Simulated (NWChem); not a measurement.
Species: C₂H₂Cl₂ cation, doublet; SMILES of the neutral closed-shell parent Cl/C=C/Cl

```xyz
6

Cl     0.0445    -2.1087     0.0000
C     -0.4629    -0.5239     0.0000
C      0.4629     0.5239     0.0000
Cl    -0.0445     2.1087     0.0000
H     -1.5370    -0.3466     0.0000
H      1.5370     0.3466     0.0000
```
Atoms are numbered in this order, from 1.

Level: B3LYP/6-31G* (spherical d), spin-unrestricted (NWChem), optimised geometry, unscaled harmonic frequencies. In the optimisation the excess spin sits in au (C2h, its own frame). The spin multiplicity was typed, not searched, and may not be the lowest.

Task: List the harmonic frequencies with IR intensities, and the thermochemistry.

Result: 
| frequency (cm⁻¹) | IR intensity (km/mol) |
|---|---|
| 166 | 5.4 |
| 252 | 8.4 |
| 366 | 0.0 |
| 858 | 53.1 |
| 870 | 0.0 |
| 948 | 0.0 |
| 952 | 180.2 |
| 1289 | 9.1 |
| 1292 | 0.0 |
| 1484 | 0.0 |
| 3220 | 0.0 |
| 3220 | 56.2 |

The zero-point energy is 21.3 kcal/mol and the thermal correction to the enthalpy at 298.15 K (with zero-point energy) comes out as 24.7 kcal/mol. The heat capacity Cv is 13.5 cal/(mol K) and the entropy at 298.15 K and 1 atm (symmetry number 2, electronic part: spin degeneracy alone) is 70.8 cal/(mol K).

Rigid rotor and harmonic oscillator.
